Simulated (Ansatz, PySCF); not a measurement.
Process, species as SMILES: F[SiH2][SiH2]F + 3 [H][H] (H2) → 2 F (HF) + 2 [SiH4] (SiH4)
Structures are relaxed separately at B3LYP-D3(BJ)/def2-TZVP in Ansatz (a first-principles code), one conformer each, not searched for the lowest.

Wanted: energy of full hydrogenation (enthalpy at 298 K, with B3LYP-D3(BJ) rigid-rotor harmonic-oscillator terms from PySCF), in kJ/mol. Valence correlation only, unless marked. Spin-orbit coupling is left out. Non-relativistic. CBS(X,Y): correlation extrapolated as X^-3; Hartree-Fock from the larger set.

```
level                           program  energy of full hydrogenation (kJ/mol)
-----------------------  --------------  -------------------------------------
B3LYP-D3(BJ)/def2-TZVPD  Ansatz + dftd3                                  199.8
```

**Question.** What does CCSD(T)/CBS(cc-pV(T+d)Z,cc-pV(Q+d)Z) (Ansatz) give?

**Answer.** 201.5 kJ/mol
